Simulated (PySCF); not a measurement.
Simulation results for Cl₂GeHN, ClGeH₃N₂

All values are calculated (PySCF 2.14.0). Calculation on a computer-drawn molecule: optimised geometry and harmonic frequencies of an isolated molecule of the commonest isotopes, restricted reference for singlets and unrestricted otherwise, frozen core in MP2; on germanium a core potential holds 10 electrons, which the energies leave out, and 3d is frozen in MP2 and coupled-cluster steps.

Common to all runs: charge 0; multiplicity 1; basis cc-pV(D+d)Z; basis and core potential on germanium cc-pVDZ-PP ECP10MDF.

(1) Cl₂GeHN

Start structure:
```xyz
5
Cl2GeHN
N      0.4800    -0.1538     0.3634
Ge     0.9930    -1.1716     1.6299
Cl     2.9380    -1.9233     2.2275
Cl    -0.5108    -2.0142     2.8667
H      1.2686     0.1667    -0.2359
```

Settings of this run: method HF.

It finds rotational constants 3.894, 2.481, 1.515 GHz; total energy -1267.4417 hartree; convergence status largest gradient component 1.327e-05 hartree/bohr.

Drawn bonds:
```csv
atom,other atom,order
1,2,2
2,3,1
2,4,1
1,5,1
```

Optimised structure:
```xyz
5
Cl2GeHN
N      0.5013    -0.1592     0.3451
Ge     0.9579    -1.1791     1.5883
Cl     2.8681    -1.8898     2.2045
Cl    -0.4617    -2.0236     2.9004
H      1.3031     0.1555    -0.1867
```

Modes:
```csv
frequency (cm⁻¹),reduced mass (dalton)
170.2,30.76
175,17.47
215.6,5.877
440.6,34.24
474.5,39.64
594.6,1.087
926.9,3.277
1013,1.52
3725,1.075
```

(2) Cl₂GeHN

Start structure:
```xyz
5
Cl2GeHN
N      0.5013    -0.1592     0.3451
Ge     0.9579    -1.1791     1.5883
Cl     2.8681    -1.8898     2.2045
Cl    -0.4617    -2.0236     2.9004
H      1.3031     0.1555    -0.1867
```

Here we set method MP2.

Results for Cl₂GeHN: rotational constants 3.807, 2.425, 1.481 GHz; total energy -1267.9810 hartree; convergence status largest gradient component 2.357e-05 hartree/bohr.

Drawn bonds:
```csv
atom,other atom,order
1,2,2
2,3,1
2,4,1
1,5,1
```

Optimised structure:
```xyz
5
Cl2GeHN
N      0.4576    -0.1380     0.3246
Ge     0.9696    -1.1811     1.5891
Cl     2.8957    -1.9024     2.2164
Cl    -0.4726    -2.0243     2.9030
H      1.3183     0.1496    -0.1815
```

Modes:
```csv
frequency (cm⁻¹),reduced mass (dalton)
156.7,29.27
157.6,18.03
195.1,6.155
419.2,33.89
461.3,39.9
588.1,1.084
896.4,3.701
938.1,1.433
3427,1.074
```

(3) ClGeH₃N₂

Start structure:
```xyz
7
ClGeH3N2
N     -1.6377    -2.5087     0.8786
Ge    -0.8651    -2.4232    -0.6116
N     -0.3839    -1.1664    -1.7732
Cl     0.0826    -4.1626    -1.2767
H     -1.9897    -1.6405     1.2771
H     -0.8207    -0.2615    -1.7811
H     -0.0479    -1.3981    -2.6878
```

Here we set method HF.

The calculation gives: rotational constants 6.089, 3.244, 2.118 GHz; total energy -863.5307 hartree; convergence status largest gradient component 1.708e-05 hartree/bohr.

Drawn bonds:
```csv
atom,other atom,order
1,2,2
2,3,1
2,4,1
1,5,1
3,6,1
3,7,1
```

Optimised structure:
```xyz
7
ClGeH3N2
N     -1.6258    -2.4945     0.8972
Ge    -0.8058    -2.4246    -0.5646
N     -0.3832    -1.1574    -1.7424
Cl     0.0786    -4.2028    -1.3365
H     -1.9917    -1.5867     1.1559
H     -0.8704    -0.2816    -1.7270
H     -0.0640    -1.4134    -2.6574
```

Modes:
```csv
frequency (cm⁻¹),reduced mass (dalton)
206.8,7.664
208.7,7.023
234.8,3.824
302.7,1.28
333.8,1.032
453.4,29.33
536.4,1.092
768.8,5.179
892.8,1.156
925.3,3.395
1016,1.551
1668,1.112
3711,1.075
3774,1.048
3891,1.1
```
